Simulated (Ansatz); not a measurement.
Input and output for `CCC(F)CC(F)CC(F)CC(C)F`.

```yaml
crystal:
  periodic: [false, false, false]
  atoms:
    - {symbol: C, position_ang: [-4.678087, 0.723933, -0.128274]}
    - {symbol: C, position_ang: [-3.708090, 0.784058, 1.045978]}
    - {symbol: C, position_ang: [-2.434960, -0.013453, 0.828845]}
    - {symbol: F, position_ang: [-1.718920, -0.019696, 2.033093]}
    - {symbol: C, position_ang: [-1.511375, 0.534159, -0.243462]}
    - {symbol: C, position_ang: [-0.258335, -0.304446, -0.399396]}
    - {symbol: F, position_ang: [-0.643641, -1.584433, -0.832055]}
    - {symbol: C, position_ang: [0.742297, 0.255622, -1.388779]}
    - {symbol: C, position_ang: [1.902621, -0.689083, -1.669669]}
    - {symbol: F, position_ang: [2.722561, -0.075852, -2.610017]}
    - {symbol: C, position_ang: [2.737663, -1.084807, -0.457300]}
    - {symbol: C, position_ang: [3.116703, 0.047637, 0.484442]}
    - {symbol: C, position_ang: [4.133550, -0.357196, 1.528283]}
    - {symbol: F, position_ang: [3.642449, 1.102148, -0.262928]}
    - {symbol: H, position_ang: [-4.264554, 1.197203, -1.032817]}
    - {symbol: H, position_ang: [-5.617392, 1.243927, 0.111730]}
    - {symbol: H, position_ang: [-4.931367, -0.318418, -0.383384]}
    - {symbol: H, position_ang: [-4.186871, 0.382010, 1.954848]}
    - {symbol: H, position_ang: [-3.431624, 1.828871, 1.274872]}
    - {symbol: H, position_ang: [-2.677164, -1.067622, 0.596680]}
    - {symbol: H, position_ang: [-1.226041, 1.567705, 0.021193]}
    - {symbol: H, position_ang: [-2.036234, 0.569354, -1.212937]}
    - {symbol: H, position_ang: [0.201444, -0.441989, 0.595556]}
    - {symbol: H, position_ang: [1.144194, 1.211004, -1.012452]}
    - {symbol: H, position_ang: [0.237723, 0.471799, -2.346108]}
    - {symbol: H, position_ang: [1.510418, -1.610203, -2.135988]}
    - {symbol: H, position_ang: [2.189732, -1.851566, 0.117997]}
    - {symbol: H, position_ang: [3.654244, -1.567306, -0.838792]}
    - {symbol: H, position_ang: [2.211581, 0.443661, 0.984749]}
    - {symbol: H, position_ang: [5.053112, -0.719040, 1.042692]}
    - {symbol: H, position_ang: [4.389438, 0.501780, 2.165685]}
    - {symbol: H, position_ang: [3.734913, -1.159789, 2.167724]}
basis:
  gaussian: {orbitals: cc-pVDZ}
magnetization: {spin_polarized: false, initial_magnetization: 2}
hamiltonian: {xc: {name: rPW86-PBE}}
```

```sh
$ ansatz run in.yaml --threads 4 --pin off --events-out ev --progress --plain --max-ram 6963MiB
```

Shortened log:

```
Functional definition: rPW86-PBE
3388 factors; their error is unknown
mean field evaluation 1: about -21535.9665 eV, gradient 1.0e2 eV
mean field evaluation 2: about -21466.2507 eV, gradient 1.9e2 eV
mean field evaluation 4: about -21553.0416 eV, gradient 5.8e1 eV
mean field evaluation 8: about -21564.5312 eV, gradient 2.1e1 eV
mean field evaluation 16: about -21566.2793 eV, gradient 1.5e0 eV
mean field evaluation 32: about -21566.1485 eV, gradient 6.7e-3 eV
mean field evaluation 64: about -21563.9979 eV, gradient 1.4e1 eV
mean field evaluation 96: about -21566.1318 eV, gradient 1.4e0 eV
mean field evaluation 128: about -21565.6915 eV, gradient 2.5e0 eV
mean field evaluation 160: about -21537.9429 eV, gradient 1.0e2 eV
mean field evaluation 192: about -21563.2952 eV, gradient 1.4e1 eV
mean field -21566.14853198 eV, -792.5413404898 hartree, gradient 1.0e-5 eV, S^2 2.000000; 10 other end points of the search recorded, 0 dependent functions left out
reference -21566.14869401 eV, -792.5413464444 hartree; 58, 56 occupied and 228, 230 virtual orbitals, 3388 factors
Total energy: -21566.14869401 eV, -792.5413464444 hartree
```

Hardware: 4 threads of Arm Neoverse V2 on a shared host. Wall time 2.4 min, peak host memory 1.2 GiB.

With spin_polarized false and unpaired electrons the run is restricted open-shell.
